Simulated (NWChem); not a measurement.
System: SiH$_{2}$Br$_{2}$; SMILES Br[SiH2]Br

Output (shortened):

```
             Northwest Computational Chemistry Package (NWChem) 7.3.0
             --------------------------------------------------------

 C2V symmetry detected

                             Geometry "geometry" -> ""
                             -------------------------

 Output coordinates in angstroms (scale by  1.889725989 to convert to a.u.)

  No.       Tag          Charge          X              Y              Z
 ---- ---------------- ---------- -------------- -------------- --------------
    1 Si                  14.0000     0.00000000     0.00000000    -1.00302044
    2 Br                  35.0000    -1.82558300     0.00000000     0.25288756
    3 Br                  35.0000     1.82558300     0.00000000     0.25288756
    4 H                    1.0000     0.00000000     1.23261200    -1.82992144
    5 H                    1.0000     0.00000000    -1.23261200    -1.82992144

 Effective nuclear repulsion energy (a.u.)     446.2158557509

      Symmetry information
      --------------------

 Group name             C2v
 Group number             16
 Group order               4
 No. of unique centers     3

                                Z-matrix (autoz)
                                --------

 Units are Angstrom for bonds and degrees for angles

      Type          Name      I     J     K     L     M      Value
      ----------- --------  ----- ----- ----- ----- ----- ----------
    1 Stretch                  1     2                       2.21587
    2 Stretch                  1     3                       2.21587
    3 Stretch                  1     4                       1.48428
    4 Stretch                  1     5                       1.48428
    5 Bend                     2     1     3               110.94802
    6 Bend                     2     1     4               108.40644
    7 Bend                     2     1     5               108.40644
    8 Bend                     3     1     4               108.40644
    9 Bend                     3     1     5               108.40644
   10 Bend                     4     1     5               112.28842

  xc_inp: hfexch multiplicative factor not found.

                           NWChem Geometry Optimization
                           ----------------------------

 maximum gradient threshold         (gmax) =   0.000450
 rms gradient threshold             (grms) =   0.000300
 maximum cartesian step threshold   (xmax) =   0.001800
 rms cartesian step threshold       (xrms) =   0.001200
 fixed trust radius                (trust) =   0.300000
 source of zmatrix                         =   autoz

          -------------------
          Energy Minimization
          -------------------

 Using diagonal initial Hessian
 Scaling for Hessian diagonals: bonds = 1.00  angles = 0.25  torsions = 0.10

          --------
          Step   0

                                 NWChem DFT Module
                                 -----------------

 Summary of "ao basis" -> "ao basis" (spherical)
 ------------------------------------------------------------------------------
       Tag                 Description            Shells   Functions and Types
 ---------------- ------------------------------  ------  ---------------------
 Si                          sto-3g                  5        9   3s2p
 Br                          sto-3g                  8       18   4s3p1d
 H                           sto-3g                  1        1   1s

      Symmetry analysis of basis
      --------------------------

        a1         19
        a2          5
        b1         15
        b2          8

            General Information
            -------------------
          SCF calculation type: DFT
          Wavefunction type:  closed shell.
          No. of atoms     :     5
          No. of electrons :    86
           Alpha electrons :    43
            Beta electrons :    43
          Charge           :     0
          Spin multiplicity:     1
          Use of symmetry is: on ; symmetry adaption is: on
          Maximum number of iterations: 150
          AO basis - number of functions:    47
                     number of shells:    23
          Convergence on energy requested:  1.00D-06
          Convergence on density requested:  1.00D-05
          Convergence on gradient requested:  5.00D-04

              XC Information
              --------------
                     Hartree-Fock (Exact) Exchange  1.000

      Superposition of Atomic Density Guess
      -------------------------------------

 Sum of atomic energies:       -5375.67526364

      Non-variational initial energy
      ------------------------------

[...]

      ----------------------
      Optimization converged
      ----------------------

  Step       Energy      Delta E   Gmax     Grms     Xrms     Xmax
  ---- ---------------- -------- -------- -------- -------- --------
@    3   -5376.19476724 -2.9D-06  0.00022  0.00011  0.00085  0.00170
                                     ok       ok       ok       ok

                                Z-matrix (autoz)
                                --------

 Units are Angstrom for bonds and degrees for angles

      Type          Name      I     J     K     L     M      Value     Gradient
      ----------- --------  ----- ----- ----- ----- ----- ---------- ----------
    1 Stretch                  1     2                       2.20318    0.00022
    2 Stretch                  1     3                       2.20318    0.00022
    3 Stretch                  1     4                       1.42524    0.00010
    4 Stretch                  1     5                       1.42524    0.00010
    5 Bend                     2     1     3               111.50936   -0.00003
    6 Bend                     2     1     4               108.74396   -0.00000
    7 Bend                     2     1     5               108.74396   -0.00000
    8 Bend                     3     1     4               108.74396   -0.00000
    9 Bend                     3     1     5               108.74396   -0.00000
   10 Bend                     4     1     5               110.35592    0.00005

                         Geometry "geometry" -> "geometry"
                         ---------------------------------

 Output coordinates in angstroms (scale by  1.889725989 to convert to a.u.)

  No.       Tag          Charge          X              Y              Z
 ---- ---------------- ---------- -------------- -------------- --------------
    1 Si                  14.0000     0.00000000     0.00000000    -1.00179881
    2 Br                  35.0000    -1.82122327     0.00000000     0.23801033
    3 Br                  35.0000     1.82122327     0.00000000     0.23801033
    4 H                    1.0000     0.00000000     1.17002505    -1.81565503
    5 H                    1.0000     0.00000000    -1.17002505    -1.81565503

 Effective nuclear repulsion energy (a.u.)     448.8044031744

      Symmetry information
      --------------------

 Group name             C2v
 Group number             16
 Group order               4
 No. of unique centers     3

                Final and change from initial internal coordinates
                --------------------------------------------------

                                Z-matrix (autoz)
                                --------

 Units are Angstrom for bonds and degrees for angles

[...]

 Rotational Constants
 --------------------
 A=   0.363915 cm-1  (  0.523580 K)
 B=   0.031634 cm-1  (  0.045513 K)
 C=   0.029384 cm-1  (  0.042276 K)

 Temperature                      =   298.15K
 frequency scaling parameter      =   1.0000

 Zero-Point correction to Energy  =   15.370 kcal/mol  (  0.024494 au)
 Thermal correction to Energy     =   17.959 kcal/mol  (  0.028619 au)
 Thermal correction to Enthalpy   =   18.551 kcal/mol  (  0.029563 au)

 Total Entropy                    =   72.739 cal/mol-K
   - Translational                =   41.610 cal/mol-K (mol. weight = 189.8256)
   - Rotational                   =   26.569 cal/mol-K (symmetry #  =        2)
   - Vibrational                  =    4.561 cal/mol-K

 Cv (constant volume heat capacity) =   12.184 cal/mol-K
   - Translational                  =    2.979 cal/mol-K
   - Rotational                     =    2.979 cal/mol-K
   - Vibrational                    =    6.225 cal/mol-K

[normal modes left out]

 ----------------------------------------------------------------------------
 Normal Eigenvalue ||           Projected Infra Red Intensities
  Mode   [cm**-1]  || [atomic units] [(debye/angs)**2] [(KM/mol)] [arbitrary]
 ------ ---------- || -------------- ----------------- ---------- -----------
    1        0.000 ||    0.000319           0.007         0.311       0.065
    2        0.000 ||    0.000171           0.004         0.166       0.035
    3        0.000 ||    0.000322           0.007         0.314       0.065
    4        0.000 ||    0.000183           0.004         0.178       0.037
    5        0.000 ||    0.000000           0.000         0.000       0.000
    6        0.000 ||    0.003734           0.086         3.640       0.756
    7      142.873 ||    0.004992           0.115         4.866       1.010
    8      484.252 ||    0.020974           0.484        20.447       4.244
    9      596.110 ||    0.032212           0.743        31.402       6.518
   10      646.438 ||    0.074854           1.727        72.971      15.146
   11      892.725 ||    0.000000           0.000         0.000       0.000
   12     1042.153 ||    0.412539           9.518       402.163      83.475
   13     1187.578 ||    0.174098           4.017       169.720      35.228
   14     2862.288 ||    0.006919           0.160         6.745       1.400
   15     2902.257 ||    0.009990           0.230         9.739       2.021
 ----------------------------------------------------------------------------
```

Level: Hartree-Fock/STO-3G. This build's default masses of Se (78.918 u) and Br (79.917 u) are each other's, which moves their modes by up to 0.6 %.

Question: Which NWChem input produces such a log?

Answer: Several could match; the one computed here: the input that was run:
```
start job
memory heap 200 mb stack 900 mb global 1100 mb
geometry units angstroms
  Si     0.000000     0.000000    -0.994711
  Br    -1.825583     0.000000     0.261197
  Br     1.825583     0.000000     0.261197
  H      0.000000     1.232612    -1.821612
  H      0.000000    -1.232612    -1.821612
end
basis spherical
  * library sto-3g
end
dft
  xc hfexch
  iterations 150
end
driver
  maxiter 120
end
task dft optimize
task dft freq
```
